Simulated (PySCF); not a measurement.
Which determinant of MnH lies lowest?

Unrestricted PBE0; basis Mn def2-TZVP, H def2-TZVP; no relativity; PySCF 2.14. Outer shells of the fragments: Mn 3d5 4s2; H 1s1.

Followed along the bond (rough minima from three points):

| 2Ms+1 | unpaired | ⟨S²⟩ at the start | R at minimum (Å) | Te (eV) |
| --- | --- | --- | --- | --- |
| 7 | σ ↑↑, π ↑↑, δ ↑↑ | 12.00 | 1.73 | 0.00 |
| 5 | π ↑↑, δ ↑↑ | 6.34 | 1.63 | 0.19 |
| 5 | σ ↑, π ↑, δ ↑↑ | 6.05 | 1.61 | 0.98 |
| 5 | σ ↑, π ↑↑, δ ↑ | 6.04 | 1.65 | 1.15 |
| 3 | π ↑↓, δ ↑↑ | 3.18 | 1.59 | 2.15 |
| 1 | π ↑↓, δ ↑↓ | 2.00 | 1.56 | 2.59 |

Solutions found at the starting distance of 1.440 Å, counted from the lowest of them; the search is not exhaustive and high or unbound solutions are not listed, so other states can lie among these:

| 2Ms+1 | unpaired | term | E (eV) | ⟨S²⟩ | ⟨Lz²⟩ | μ (D) |
| --- | --- | --- | --- | --- | --- | --- |
| 5 | π ↑↑, δ ↑↑ | mixed | 0.00 | 6.34 | 0.00 | -1.77 |
| 7 | σ ↑↑, π ↑↑, δ ↑↑ | ⁷Σ⁺ | 0.15 | 12.00 | 0.00 | -0.41 |
| 5 | σ ↑, π ↑, δ ↑↑ | ⁵Π | 0.77 | 6.05 | 1.01 | -2.74 |
| 5 | σ ↑, π ↑↑, δ ↑ | ⁵Δ | 1.03 | 6.04 | 4.01 | -3.00 |
| 3 | π ↑↓, δ ↑↑ | mixed | 1.90 | 3.18 | 2.03 | -2.09 |
| 3 | σ ↓, π ↑, δ ↑↑ | mixed | 2.08 | 2.97 | 1.10 | -2.08 |

A term symbol is given only where ⟨S²⟩ and ⟨Lz²⟩ are close to those of a pure state; real π, δ and φ orbitals otherwise mix terms. A positive dipole means Mn(−)H(+).

**Question.** Compare the gap between the two lowest followed solutions at the starting distance with the gap between their minima.

**Answer.** At PBE0 the second solution (Ms = 2 of mixed spin, unpaired electrons π ↑↑, δ ↑↑) lies -0.15 eV from the first (septet, unpaired electrons σ ↑↑, π ↑↑, δ ↑↑) at 1.440 Å and +0.19 eV at the minima; the two curves relax by different amounts, since their minima lie near 1.63 and 1.73 Å.

The measured ground state is X ⁷Σ (Huber and Herzberg, Constants of Diatomic Molecules (1979)).

With d or f electrons several states lie close, and the lowest PBE0 determinant need not be the measured ground state.
